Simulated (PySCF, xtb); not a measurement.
BBr₂HO, SMILES OB(Br)Br.

GFN2-xTB run with xtb at its own geometry gives an orbital gap of 4.90 eV and a dipole moment of 4.81 D.

The structure is a stationary point at PBE0-D3(BJ)/def2-SVP. One conformer was computed; it need not be the lowest.

**Question.** What does CAM-B3LYP/def2-TZVPD run with PySCF give? (An estimate is asked for; the answer gives what the named calculation found.)

**Answer.** gap 9.75 eV (levels -9.68 and 0.07 eV), dipole 1.74 D.
